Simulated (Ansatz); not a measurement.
Total energies of Li3N from Ansatz at r2SCAN-D4/def2-TZVP, gas phase (1 Eh = 27.2114 eV = 2625.5 kJ/mol). The reference geometry is relaxed at PBE0-D4/def2-TZVP.

Cartesian coordinates in Å:
```
Li 1.640 0.477 0.191
Li -1.016 0.839 -1.103
Li -0.620 -1.326 0.900
N -0.004 0.010 0.012
```

| state | geometry | energy (Eh) |
| --- | --- | --- |
| charge 0 singlet | reference | -77.25891 |
| charge 1 doublet | reference | -77.09302 |
| charge 0 triplet | relaxed at PBE0-D4/def2-TZVP | -77.23530 |
| charge 0 quintet | relaxed at PBE0-D4/def2-TZVP | -77.15174 |
| free Li atom (doublet) | – | -7.47953 |
| free N atom (quartet) | – | -54.58101 |

**Question.** Work out the vertical ionisation energy to the doublet.

**Answer.** E(charge 1 doublet) − E(charge 0 singlet) = -77.09302 − (-77.25891) = 0.16589 Eh = 4.51 eV. For comparison, −ε of the highest occupied level is 2.39 eV at this level, 2.12 eV less.

**Question.** Which of the charge 0 states is lowest, and how far above it are the others?

**Answer.** The singlet. triplet: -77.23530 − (-77.25891) = 0.02361 Eh = 62.0 kJ/mol; quintet: -77.15174 − (-77.25891) = 0.10717 Eh = 281.4 kJ/mol.

**Question.** What is the binding energy per atom against free atoms?

**Answer.** Atoms: 3 × (-7.47953) + 1 × (-54.58101) = -77.01960 Eh. Binding: -77.01960 − (-77.25891) = 0.23931 Eh = 6.51 eV, or 1.63 eV for each of 4 atoms (no zero-point energy, no counterpoise term).

The structure comes from a short search, and lower isomers may exist.
